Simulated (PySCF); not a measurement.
## [Tl(OH)4]− at several levels of theory

Computed with PySCF 2.14.0 (density fitting, no spin-orbit coupling) at the geometry relaxed with PBE0:

```xyz
9
[Tl(OH)4]− (singlet)
Tl    0.0000    0.0000    0.0085
O     1.0879    1.5057    1.0951
H     2.0013    1.2290    0.9494
O    -1.0879   -1.5057    1.0951
H    -2.0013   -1.2290    0.9494
O     1.5086   -1.0794   -1.0838
H     1.2216   -1.9935   -0.9650
O    -1.5086    1.0794   -1.0838
H    -1.2216    1.9935   -0.9650
```

```tsv
level	basis	state	HOMO (eV)	gap (eV)	charge on Tl1 (e)	dipole about the centre of mass (D)	largest force component (eV/Å)
PBE0	Tl def2-SVP with ECP60, O def2-SVP, H def2-SVP	singlet	-2.35	5.66	0.57	0.04	0.01
CAM-B3LYP	the same	singlet	-3.71	8.05	0.53	0.04	0.13
BLYP	the same	singlet	-0.58	3.21	0.32	0.04	0.74
```

Charges are Mulliken's, which hang on the basis. The relaxation used the grid (50, 194), these runs (75, 302) or, all-electron (x2c bases, spin-free X2C Hamiltonian), (99, 590).

Q: What does PBE0 with Tl def2-TZVP with ECP60, O def2-TZVP, H def2-TZVP give here?

A: state singlet, HOMO (eV) -2.90, gap (eV) 5.59, charge on Tl1 (e) 0.86, dipole about the centre of mass (D) 0.04, largest force component (eV/Å) 0.21. Time: 16 s on 2 threads of Arm Neoverse V1, with other jobs on the host, from free ions and atoms.

In the first row's basis the gap widens with exact exchange: 3.2 eV for BLYP (none); 5.7 eV for PBE0 (a fixed share); 8.0 eV for CAM-B3LYP (rising or full at long range).
